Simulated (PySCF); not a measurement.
(Z)-1-chloropent-1-ene (C5H9Cl), SMILES C(=C/CCC)/Cl. Atoms are numbered in the order given.

```xyz
15

C     -3.1651     0.1810     0.0523
C     -1.8952    -0.6199    -0.2346
C     -0.7211     0.2640    -0.6953
C      0.5160    -0.5186    -1.0136
C      1.6887    -0.4893    -0.3552
Cl     2.0088     0.5271     1.0264
H     -2.9928     0.9373     0.8462
H     -3.5126     0.7250    -0.8510
H     -3.9937    -0.4742     0.3883
H     -2.1013    -1.3912    -1.0095
H     -1.5833    -1.1796     0.6735
H     -0.4912     1.0178     0.0861
H     -1.0361     0.8301    -1.6016
H      0.4671    -1.2235    -1.8632
H      2.5538    -1.1069    -0.6385
```
Charge 0, spin multiplicity 1.

The structure is a stationary point at PBE-D3(BJ)/def2-SVP. The values are those of a single conformer.

Level of theory: PBE0/pcSseg-1 (PySCF).

GIAO shieldings, no solvent; atoms listed in one row are averaged. δ = σ(ref) − σ: ¹³C against TMS (σ = 186.3 ppm); ³⁵Cl against HCl (σ = 945.9 ppm); ¹H against TMS (σ = 31.56 ppm), references at their B3LYP-D3(BJ)/def2-TZVP geometries, non-relativistic (without spin–orbit terms, shifts of atoms bonded to Cl or Br come out too high).

Estimate the chemical shifts. (The exact figures need the calculation; the answer reports its results.)


```
nucleus       atoms  count  δ (ppm)
-------  ----------  -----  -------
¹³C              C4      1    144.9
¹³C              C5      1    136.0
¹³C              C3      1     36.3
¹³C              C2      1     29.8
¹³C              C1      1     20.2
³⁵Cl            Cl6      1    185.7
¹H              H15      1     6.50
¹H              H14      1     6.35
¹H              H12      1     3.14
¹H              H13      1     2.20
¹H              H10      1     1.79
¹H              H11      1     1.69
¹H       H7, H8, H9      3     1.60
```
